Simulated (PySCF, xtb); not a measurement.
Ga(NCO)(OH)2 (CH2GaNO3), SMILES [Ga]([OH])([N]=C=O)[OH]. The values are those of a single conformer.

Harmonic wavenumbers (cm⁻¹) from xtb with GFN2-xTB at its own minimum, in rising order: 47, 54, 151, 156, 164, 244, 296, 380, 510, 516, 550, 566, 625, 673, 1450, 2478, 3584, 3598.

**Question.** What does r2SCAN-D4/def2-SVP run with PySCF give at its own minimum? (Estimate from the structure and the level; the computed values follow.)

**Answer.** 7, 51, 173, 181, 192, 313, 353, 442, 602, 613, 709, 753, 818, 843, 1483, 2436, 3858, 3859. Paired by order, the mean absolute difference is 101 cm⁻¹ and the zero-point energies are 22.9 and 25.3 kcal/mol.
